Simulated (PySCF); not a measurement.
Harmonic spectrum computed at PBE0 in the def2-TZVP basis family (core potentials from Rb on, PySCF, no spin–orbit coupling):

| symmetry | ω (cm⁻¹) | IR (km/mol, summed over degenerate members) |
| --- | --- | --- |
| a'' | 70 | 22.8 |
| a' | 92 | 0.0 |
| e' | 150 | 17.1 |
| e' | 251 | 502 |
| e'' | 336 | 0.0 |
| a'' | 340 | 276 |
| e' | 674 | 324 |
| a' | 700 | 0.0 |
| e' | 4027 | 629 |
| a' | 4030 | 0.0 |

**Question.** Which molecule gave it? In each, all ligands are bound to the one heavy central atom.
A. Zr(OH)₃ (doublet)
B. Hf(OH)₃ (doublet)
C. Mo(OH)₃ (quartet)
D. W(OH)₃ (quartet)
E. Ga(OH)₃ (singlet)

**Answer.** B. It has C3h symmetry with Hf–O 1.925 Å (×3), O–H 0.951 Å (×3).
